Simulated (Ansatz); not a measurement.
`s1p2sp3p1p3s2`. Charge 0, multiplicity 1.

Z-matrix (Å, degrees):
```
P
S 1 2.099
S 1 2.099 2 99.6
S 1 2.099 2 99.6 3 101.5
P 2 2.090 1 102.5 3 -50.7
P 3 2.090 1 102.5 2 50.7
P 4 2.090 1 102.5 2 -50.7
```

(1) List the harmonic frequencies (cm⁻¹, unscaled) at PBE0-D4/def2-TZVP in Ansatz. (Best estimate.)

(2) Is this a minimum?

(3) Give the ideal-gas thermochemistry at 298.15 K and 1 bar (rigid rotor, harmonic oscillator; point group C3v, symmetry number 3).

(4) And at 400, 500, 600, 800 and 1000 K?

## Answers

(1) Computed: 193, 225, 225, 300, 300, 356, 360, 360, 440, 458, 459, 467, 508, 508, 512.

(2) Yes, all 15 modes are real.

(3) Zero-point energy 33.9 kJ/mol; H(298) − E = 57.5 kJ/mol; entropy 365.7 J/(mol·K), of which translation 176.1, rotation 117.4, vibration 72.2; G(298) − E = -51.6 kJ/mol.

(4) 
```
T (K)  H − E (kJ/mol)  S (J/mol/K)  G − E (kJ/mol)
  400            71.2        405.1           -90.9
  500            85.5        437.0          -133.0
  600           100.2        463.9          -178.1
  800           130.5        507.4          -275.4
 1000           161.3        541.7          -380.5
```
